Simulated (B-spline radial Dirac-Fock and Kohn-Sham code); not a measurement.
# Scattering functions of Au⁴⁴⁺

System: Au⁴⁴⁺, [Ar] 3d10 4s2 4p5.

Model: configuration-average Dirac-Fock orbitals. Program: a B-spline atomic structure program. f₀ is the Fourier transform of the spherical electron density, S the Waller-Hartree incoherent function, and s = sin θ/λ.

```tsv
s (Å⁻¹)	f₀	S
0	35.000	0.000
0.08	34.917	0.083
0.1	34.871	0.130
0.12	34.815	0.186
0.15	34.711	0.290
0.18	34.585	0.415
0.22	34.384	0.613
0.26	34.145	0.846
0.32	33.721	1.255
0.39	33.132	1.810
0.47	32.349	2.527
0.58	31.113	3.613
0.7	29.612	4.869
0.85	27.607	6.459
1.03	25.168	8.303
1.25	22.347	10.392
1.52	19.331	12.672
1.85	16.358	15.042
2.24	13.602	17.364
2.72	10.893	19.779
3.31	8.335	22.311
4.02	6.358	24.794
4.88	5.143	27.079
```

f₀ starts at the number of electrons, 35, and has fallen to half at s ≈ 1.72 Å⁻¹. The sum of ⟨r²⟩ over the electrons is 1.756 bohr².

Values without a named source are computed, but for edge energies of neutral atoms, which are taken from tables.
